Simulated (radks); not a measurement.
Removal energies from the titanium ion Ti4+, [Ar], by Delta-SCF beside the eigenvalue of the level emptied. Calculated with a radial shooting solver on a logarithmic mesh with Libxc functionals: scalar-relativistic Kohn-Sham, BLYP, spin-polarised, spherical densities, finite nucleus; Fermi nuclear charge, rms radius of each element as measured or else 0.836 A^(1/3) + 0.57 fm. Open shells are filled with parallel spins first.

removed from   final configuration  Delta-SCF (eV)  -eigenvalue (eV)
3p                    [Ne] 3s2 3p5          99.173            89.251
3s                    [Ne] 3s1 3p6          123.96            113.69
2p            [He] 2s2 2p5 3s2 3p6          529.20            500.00
2s            [He] 2s1 2p6 3s2 3p6          618.24            592.59
